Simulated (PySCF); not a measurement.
A thermochemical cycle for HBr

MP2 in PySCF with def2-TZVPPD on every atom, for the lowest determinant that a PBE0 search found; no spin–orbit coupling. HBr, a singlet (closed shell), has De = 4.01 eV to neutral atoms, and HBr⁺, a doublet (π ↑), has De = 3.91 eV to H + Br⁺.

The adiabatic ionisation energy of HBr, between the minima, is 11.72 eV.

Problem. Which ionisation energy of the Br atom does this level give?

Solution. IE(Br) = IE(molecule) + De(ion) − De(neutral) = 11.72 + 3.91 − 4.01 = 11.62 eV; the measured value is 11.814 eV (NIST ASD).

Correlated steps freeze 9 core orbitals. Spin–orbit coupling is left out. For an ion De counts to the pair picked by the measured ionisation energies or electron affinities, which need not be the lowest pair at this level. Where the molecule has an RHF reference, its open-shell atoms are computed with UHF. States were picked by a PBE0 search and need not be the measured ground states.
